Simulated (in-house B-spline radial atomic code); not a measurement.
**Removing one electron from Bi⁵⁺**

Closed shell [Xe] 4f14 5d10. Computed with a B-spline radial code for spherical atoms: Koopmans values of Dirac-Hartree-Fock plus a diagonal self-energy, in second order or with its direct term screened (direct RPA, with the hole-particle interaction, or full time-dependent Hartree-Fock), linearised in energy; no-pair Dirac-Coulomb Hamiltonian, finite nucleus. Shifts add to the Koopmans value (the ΔSCF shift is orbital relaxation alone); the final value takes TDHF screening with Breit and QED.

Command:
```bash
python run_mb.py task.json out
```
Settings (nuclear radius in fm, box in bohr, cutoff in hartree):
```
basis_form          2
Z                   83
core_configuration  [Xe] 4f14 5d10
rms_radius          5.5211
mass_number         209
speed_of_light      137.036
box_radius          10.79
lmax                7
intervals           61
virtual_cutoff      27556.0
```

Cost of the run: 4.1 min on 1 thread of Arm Neoverse V1, with other jobs on the host.

Energies in eV:

```json
{"subshell": "5d5/2", "Koopmans": "88.01", "ΔSCF shift": "-1.233", "second order": "?", "direct RPA": "?", "hole-particle": "?", "TDHF": "?", "Breit + QED": "?", "final": "?"}
{"subshell": "5d3/2", "Koopmans": "91.32", "ΔSCF shift": "-1.370", "second order": "-0.134", "direct RPA": "0.270", "hole-particle": "0.061", "TDHF": "0.068", "Breit + QED": "-0.028", "final": "91.36"}
```

(1) What does the self-energy do to 5d5/2?

Results:

(1) It shifts the removal energy by -0.067 eV in second order, 0.309 with direct RPA, 0.122 with the hole-particle term and 0.131 with TDHF screening (quasi-particle weight 0.971); Breit and QED add 0.019 eV. The final value is 88.16 eV, against 88.4 ± 0.7 eV (NIST, semi-empirical).
